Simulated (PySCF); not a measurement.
Structure problem from calculated spectra and properties.

Formula: C4H15BP2.

| Quantity | Value |
| --- | --- |
| UV, first state | lowest singlet excitation: 6.34 eV (196 nm, f = 0.048) [TDDFT B3LYP/def2-SVPD] |
| Triplet | lowest triplet excitation (Tamm–Dancoff): 5.51 eV [TDA B3LYP/def2-SVPD] |
| UV, strongest line | among the 10 lowest singlet transitions: S6 at 6.91 eV (180 nm, f = 0.088) [TDDFT B3LYP/def2-SVPD] |
| Valence photoelectron | vertical ionisation energy: 9.34 eV [ΔSCF B3LYP/def2-SVPD] |
| Polarisability | 120.4 au [B3LYP/def2-SVPD] |
| 13C NMR | chemical shifts (computed TMS as zero) by class: 20.5 (1 C), 10.9 (1 C), 10.3 (1 C), 9.0 (1 C) ppm [GIAO B97-2/pcSseg-1] |
| Rotational structure | rotational constants A, B, C: 1.952, 1.261, 1.017 GHz [PBE0-D3(BJ)/def2-SVP] |
| 1H NMR | chemical shifts (computed TMS as zero) by class: 3.05 (2 H), 2.23 (1 H), 1.35 (1 H), 1.22 (3 H), 1.18 (1 H), 1.12 (3 H), 0.96 (1 H), 0.73 (3 H) ppm [GIAO B97-2/pcSseg-1] |
| Dipole | 4.33 D [B3LYP/def2-SVPD] |
| NMR, other nuclei | isotropic shieldings of nuclei other than C and H, by class: 147 (1 B), 320 (1 P), 496 (1 P) ppm [GIAO B97-2/pcSseg-1] |

The electronic properties come from PySCF, for the isolated species, density fitting. Levels stand in brackets. NMR shifts are as computed; neighbouring signals can stand in another order in a measured spectrum. One conformer (not necessarily the lowest) at the PBE0-D3(BJ)/def2-SVP geometry, without solvent, vibrations or thermal averaging. NMR values are class means; diastereotopic atoms form classes of their own.

Problem. Propose a structure and show how it fits.

Solution. Numbering: `[BH3-:1][P@@+:2]([CH3:3])([CH2:4][CH3:5])[CH2:6][PH2:7]`. 4 carbons fall into 4 classes; from least to most shielded: sp3 carbon bound to phosphorus [C4] (20.5 ppm), sp3 carbon bound to phosphorus [C3] (10.9 ppm), sp3 carbon bound to phosphorus [C6] (10.3 ppm), methyl carbon [C5] (9.0 ppm). Hydrogen classes from least to most shielded: 2 H on a phosphine phosphorus, P7 (3.05 ppm), 1 H on an sp3 carbon bound to phosphorus, C6 (2.23 ppm), 1 H on an sp3 carbon bound to phosphorus, C4 (1.35 ppm), 3 H on an sp3 carbon bound to phosphorus, C3 (1.22 ppm, a mean of values up to 0.8 ppm apart in this geometry), 1 H on an sp3 carbon bound to phosphorus, C4 (1.18 ppm), 3 H on a methyl carbon, C5 (1.12 ppm, a mean of values up to 0.8 ppm apart in this geometry), 1 H on an sp3 carbon bound to phosphorus, C6 (0.96 ppm), 3 H on a four-coordinate boron, B1 (0.73 ppm). The other shieldings belong to: 147 ppm, four-coordinate boron [B1]; 320 ppm, phosphorus bonded to B and 3 C [P2]; 496 ppm, phosphine phosphorus [P7]. S1 is mainly HOMO→LUMO (weight 0.92); the largest Löwdin shares of the orbital it empties are 0.48 on the phosphine phosphorus, 0.12 on an sp3 carbon bound to phosphorus, 0.08 on the four-coordinate boron and 0.07 on the phosphorus bonded to B and 3 C, of the orbital it fills 0.27 on the phosphine phosphorus, 0.10 on an sp3 carbon bound to phosphorus, 0.09 on a P–H hydrogen and 0.08 on a P–H hydrogen. The optimised geometry has point group C1 and is an asymmetric top. Structure: `[BH3-][P@@+](C)(CC)CP`. The assignments are read from this structure; whether some other isomer fits the data as well wasn't checked. The mirror image fits equally.

Conformer computed: `[BH3-:1][P@@+:2]([CH3:3])([CH2:4][CH3:5])[CH2:6][PH2:7]`: B1–P2–C4–C5 59°, B1–P2–C6–P7 -178°, H–P7–C6–P2 84°, H–P7–C6–P2 178°.
